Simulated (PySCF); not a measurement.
# Nuclear quadrupole coupling in diboron tetrachloride

Species: diboron tetrachloride, B2Cl4.
SMILES with atom numbers: `[Cl:1][B:2]([Cl:3])[B:4]([Cl:5])[Cl:6]`

Cartesian coordinates in Å at the PBE0-D3(BJ)/def2-TZVP level; atoms count from 1:
```
atom  x, y, z in Å
Cl1   -0.7374   -1.1389   -0.9149
B2     0.0705    0.1610   -0.0850
Cl3   -0.7817    1.6463    0.2303
B4     1.6696   -0.0178    0.4118
Cl5    2.0278   -0.7005    1.9732
Cl6    2.9700    0.4781   -0.6334
```

Field gradients from the PBE0/pcSseg-2 density (PySCF, non-relativistic), principal values in atomic units, ordered |Vxx| ≤ |Vyy| ≤ |Vzz|:

| atom | Vxx | Vyy | Vzz |
| --- | --- | --- | --- |
| Cl1 | -0.3123 | -1.6938 | 2.0061 |
| B2 | -0.0651 | -0.3345 | 0.3996 |
| Cl3 | -0.3125 | -1.6939 | 2.0064 |
| B4 | -0.0651 | -0.3344 | 0.3995 |
| Cl5 | -0.3131 | -1.6938 | 2.0069 |
| Cl6 | -0.3109 | -1.6936 | 2.0045 |

Task: Find the asymmetry η = (Vxx − Vyy)/Vzz and the couplings χ = eQV/h (234.96 MHz × Q in barn × V in au), with Q(35Cl) = −0.0817 b, Q(11B) = 0.04059 b.

Result: 
```json
{"atom": "Cl1", "environment": "chlorine bonded to B", "nucleus": "35Cl", "η": "0.69", "χzz (MHz)": "-38.51", "χxx (MHz)": "6.00", "χyy (MHz)": "32.52"}
{"atom": "B2", "environment": "three-coordinate boron", "nucleus": "11B", "η": "0.67", "χzz (MHz)": "3.811", "χxx (MHz)": "-0.620", "χyy (MHz)": "-3.190"}
{"atom": "Cl3", "environment": "chlorine bonded to B", "nucleus": "35Cl", "η": "0.69", "χzz (MHz)": "-38.52", "χxx (MHz)": "6.00", "χyy (MHz)": "32.52"}
{"atom": "B4", "environment": "three-coordinate boron", "nucleus": "11B", "η": "0.67", "χzz (MHz)": "3.811", "χxx (MHz)": "-0.621", "χyy (MHz)": "-3.189"}
{"atom": "Cl5", "environment": "chlorine bonded to B", "nucleus": "35Cl", "η": "0.69", "χzz (MHz)": "-38.53", "χxx (MHz)": "6.01", "χyy (MHz)": "32.52"}
{"atom": "Cl6", "environment": "chlorine bonded to B", "nucleus": "35Cl", "η": "0.69", "χzz (MHz)": "-38.48", "χxx (MHz)": "5.97", "χyy (MHz)": "32.51"}
```

The tensor is traceless: Vxx + Vyy + Vzz = 0.

Task: What is Vzz at Cl3 in SI units (1 au = 9.71736 × 10²¹ V/m²)?

Result: 2.0064 au = 19.497 × 10²¹ V/m².

Geometry: PBE0-D3(BJ)/def2-TZVP; no solvent, vibrations or thermal averaging.
